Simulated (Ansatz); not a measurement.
C2H3BFNO, SMILES `NC1=C(O)B1F`. Charge 0, multiplicity 1. All single points use the PBE0-D4/def2-TZVP geometry. It is one conformer, not always the lowest.

```xyz
9

N    -1.355    0.556   -0.558
C    -0.192   -0.105   -0.359
C     0.796   -0.283    0.576
O     1.168    0.144    1.788
B     0.900   -1.060   -0.645
F     1.477   -1.940   -1.449
H    -1.736    0.563   -1.487
H    -1.572    1.366   -0.004
H     0.514    0.759    2.138
```

(1) What is the dipole moment at B3LYP/def2-TZVPP? (Best estimate.)

(2) And with PBE, r2SCAN, ωB97M-V? (An estimate is asked.)

(3) Give the Mulliken charges with B3LYP, ωB97M-V, r2SCAN in def2-TZVPP. (Estimate.)

Answers

(1) The calculation gave: 4.51 D, with components (-3.07, 3.27, 0.51) D in this frame, pointing from negative to positive charge.

(2) The calculation gave: PBE 4.50 D, r2SCAN 4.53 D, ωB97M-V 4.47 D.

(3) Computed: 
| atom | B3LYP | ωB97M-V | r2SCAN |
| --- | --- | --- | --- |
| N1 | -0.30 | -0.27 | -0.37 |
| C2 | 0.11 | 0.13 | 0.14 |
| C3 | 0.12 | 0.10 | 0.11 |
| O4 | -0.28 | -0.27 | -0.31 |
| B5 | 0.13 | 0.15 | 0.19 |
| F6 | -0.30 | -0.30 | -0.32 |
| H7 | 0.18 | 0.15 | 0.19 |
| H8 | 0.15 | 0.12 | 0.16 |
| H9 | 0.19 | 0.18 | 0.20 |

B3LYP here is the variant with VWN-RPA as its local correlation; programs differ in this.
